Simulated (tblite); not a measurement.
Compound: C5H6ClFO2.
Numbering: `[O:1]=[C:2]1[CH2:3][C@@H:4]([Cl:5])[CH2:6][C@@H:7]([F:8])[O:9]1` (hydrogens: H10, H11 on C3; H12 on C4; H13, H14 on C6; H15 on C7)

Computed with GFN2-xTB (tblite), gas phase: Langevin dynamics at 600 K from the optimised GFN2-xTB geometry, time step 0.5 fs, friction 0.01 fs⁻¹, 2000 steps.

Start geometry:
```
atom  x, y, z in Å
O1     -2.510    1.365    0.118
C2     -1.415    0.923   -0.037
C3     -1.095   -0.448   -0.594
C4     -0.100   -1.117    0.349
Cl5     0.285   -2.768   -0.240
C6      1.181   -0.286    0.462
C7      0.933    1.167    0.042
F8      1.129    1.276   -1.319
O9     -0.329    1.651    0.344
H10    -0.661   -0.347   -1.592
H11    -2.020   -1.019   -0.669
H12    -0.563   -1.256    1.329
H13     1.951   -0.684   -0.201
H14     1.561   -0.307    1.483
H15     1.649    1.860    0.503
```

The statistics below take the 31 frames saved every 25 fs from 250 to 1000 fs; their kinetic temperature (all 3N coordinates) averages 528 K.

**Question.** Give the mean, spread and extremes of the bond lengths.

**Answer.** 
```json
{"bond": "O1=C2", "start (Å)": "1.191", "mean (Å)": "1.194", "standard deviation (Å)": "0.022", "shortest (Å)": "1.150", "longest (Å)": "1.248"}
{"bond": "C2–C3", "start (Å)": "1.514", "mean (Å)": "1.514", "standard deviation (Å)": "0.037", "shortest (Å)": "1.451", "longest (Å)": "1.602"}
{"bond": "C3–C4", "start (Å)": "1.525", "mean (Å)": "1.538", "standard deviation (Å)": "0.040", "shortest (Å)": "1.467", "longest (Å)": "1.614"}
{"bond": "C4–Cl5", "start (Å)": "1.795", "mean (Å)": "1.806", "standard deviation (Å)": "0.064", "shortest (Å)": "1.713", "longest (Å)": "1.968"}
{"bond": "C4–C6", "start (Å)": "1.532", "mean (Å)": "1.539", "standard deviation (Å)": "0.052", "shortest (Å)": "1.446", "longest (Å)": "1.642"}
{"bond": "C6–C7", "start (Å)": "1.533", "mean (Å)": "1.538", "standard deviation (Å)": "0.042", "shortest (Å)": "1.463", "longest (Å)": "1.636"}
{"bond": "C7–F8", "start (Å)": "1.379", "mean (Å)": "1.374", "standard deviation (Å)": "0.031", "shortest (Å)": "1.306", "longest (Å)": "1.427"}
{"bond": "C7–O9", "start (Å)": "1.385", "mean (Å)": "1.391", "standard deviation (Å)": "0.034", "shortest (Å)": "1.322", "longest (Å)": "1.460"}
{"bond": "C2–O9", "start (Å)": "1.363", "mean (Å)": "1.374", "standard deviation (Å)": "0.034", "shortest (Å)": "1.313", "longest (Å)": "1.460"}
{"bond": "C3–H10", "start (Å)": "1.093", "mean (Å)": "1.099", "standard deviation (Å)": "0.034", "shortest (Å)": "1.026", "longest (Å)": "1.171"}
{"bond": "C3–H11", "start (Å)": "1.090", "mean (Å)": "1.097", "standard deviation (Å)": "0.031", "shortest (Å)": "1.050", "longest (Å)": "1.160"}
{"bond": "C4–H12", "start (Å)": "1.093", "mean (Å)": "1.104", "standard deviation (Å)": "0.029", "shortest (Å)": "1.050", "longest (Å)": "1.187"}
{"bond": "C6–H13", "start (Å)": "1.092", "mean (Å)": "1.094", "standard deviation (Å)": "0.035", "shortest (Å)": "1.034", "longest (Å)": "1.163"}
{"bond": "C6–H14", "start (Å)": "1.089", "mean (Å)": "1.095", "standard deviation (Å)": "0.048", "shortest (Å)": "1.000", "longest (Å)": "1.188"}
{"bond": "C7–H15", "start (Å)": "1.098", "mean (Å)": "1.108", "standard deviation (Å)": "0.040", "shortest (Å)": "1.036", "longest (Å)": "1.208"}
```

**Question.** Give the same statistics for bond angles, one of each kind among heavy atoms.

**Answer.** 
| angle | start (°) | mean (°) | standard deviation (°) | smallest (°) | largest (°) |
| --- | --- | --- | --- | --- | --- |
| O1–C2–C3 | 125.4 | 125.5 | 3.2 | 117.5 | 133.3 |
| O1–C2–O9 | 119.9 | 119.7 | 4.1 | 108.7 | 129.9 |
| C3–C2–O9 | 114.7 | 114.5 | 2.8 | 109.5 | 120.4 |
| C2–C3–C4 | 107.9 | 109.3 | 4.4 | 96.5 | 116.8 |
| C3–C4–Cl5 | 109.9 | 109.6 | 3.4 | 100.8 | 115.4 |
| C3–C4–C6 | 110.7 | 111.5 | 3.3 | 102.4 | 117.1 |
| Cl5–C4–C6 | 110.1 | 109.1 | 5.0 | 99.4 | 118.9 |
| C4–C6–C7 | 111.0 | 111.5 | 3.7 | 105.6 | 118.8 |
| C6–C7–F8 | 108.8 | 109.4 | 4.5 | 96.5 | 118.2 |
| C6–C7–O9 | 114.7 | 114.6 | 4.4 | 102.1 | 122.4 |
| F8–C7–O9 | 108.5 | 109.1 | 3.2 | 101.9 | 115.5 |
| C2–O9–C7 | 118.6 | 119.4 | 2.9 | 112.6 | 124.0 |

**Question.** How far does each atom move about its mean position (frames aligned on the start, all atoms weighted alike), and what rms force does it feel?

**Answer.** 
```csv
atom,rms displacement (Å),rms force (eV/Å)
O1,0.23,1.98
C2,0.10,2.21
C3,0.10,2.04
C4,0.10,2.24
Cl5,0.29,1.05
C6,0.10,2.45
C7,0.08,2.12
F8,0.22,1.12
O9,0.14,1.63
H10,0.21,1.18
H11,0.20,1.13
H12,0.26,1.26
H13,0.30,1.19
H14,0.29,1.63
H15,0.20,1.25
```

The displacements run from 0.08 to 0.30 Å.

**Question.** How widely does the potential energy scatter, against a harmonic estimate?

**Answer.** Mean 0.77 eV above the start, standard deviation 0.130 eV, range 0.48 to 1.00 eV. For 39 classical harmonic modes at 600 K the canonical values are 39kT/2 = 1.01 eV and kT·√(39/2) = 0.228 eV.

The run is classical and short, so these are rough statistics of one trajectory.

The cost below is that of the whole dynamics run. Hardware: one thread of an Arm Neoverse V1, no GPU, on a shared host. Cost: 14 s, 0.18 GiB resident at most.
